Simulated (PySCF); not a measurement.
C3H8AlCl, SMILES [Cl][Al]([CH2]C)[CH3].

Geometry optimised at B3LYP-D3(BJ)/def2-SVP. The structure was generated by enumeration; whether it is a known compound was not checked. The values are those of a single conformer.

Vertical ionisation energy (IE) and electron affinity (EA) in eV. Rows of orbital energies are one-electron estimates. Where ΔSCF, EOM or ADC give a negative EA the extra electron is unbound and the value depends on the basis.

```tsv
level	IE	EA
−ε(HOMO), −ε(LUMO), PBE0/def2-TZVP (PySCF)	…	…
−ε(HOMO), −ε(LUMO), PBE/def2-TZVP (PySCF)	6.32	1.44
```

Problem. Complete the blanks. (An estimate is asked for; the answer gives what the named calculation found.)

Solution. 
- −ε(HOMO), −ε(LUMO), PBE0/def2-TZVP (PySCF), IE: 7.57
- −ε(HOMO), −ε(LUMO), PBE0/def2-TZVP (PySCF), EA: 0.66
